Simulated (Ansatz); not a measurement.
C2H6AlBO, SMILES `[AlH2][O]B1CC1`, relaxed with RKS PBE-D4/def2-SVP in Ansatz 0.2.0 from a rough embedded geometry. The force threshold is 0.03 eV/Å; the program also tests the step.

The species carries charge 0 and has multiplicity 1.

Start:

```xyz
11

Al    0.939    0.277   -2.130
O    -0.772    0.403   -1.536
B    -0.656    0.134   -0.132
C    -0.404    0.476    1.449
C    -0.625   -0.895    1.153
H     1.524   -1.096   -2.733
H     1.876    1.583   -2.194
H    -1.286    1.032    1.858
H     0.662    0.874    1.651
H     0.331   -1.504    1.203
H    -1.590   -1.286    1.409
```

Problem. How much energy does the relaxation release, and in how many steps? (An estimate is asked.)

Solution. Ansatz gave: 159.76 kJ/mol, in 25 steps, 1 of them rejected.

Problem. Which bonds change most? (Estimate.)

Solution. Computed: C4–C5 from 1.419 to 1.580 Å; B3–C5 from 1.646 to 1.540 Å; O2–B3 from 1.434 to 1.333 Å; B3–C4 from 1.637 to 1.540 Å.

Problem. Give the relaxed structure. (An estimate is asked.)

Solution. Computed: 
```xyz
11

Al    0.968    0.359   -2.631
O     0.390    0.127   -1.025
B    -0.069   -0.039    0.216
C    -0.105    0.422    1.684
C    -0.958   -0.817    1.203
H     2.299   -0.415   -3.025
H     0.113    1.325   -3.559
H    -0.665    1.329    1.978
H     0.733    0.212    2.373
H    -0.650   -1.807    1.585
H    -2.057   -0.697    1.200
```
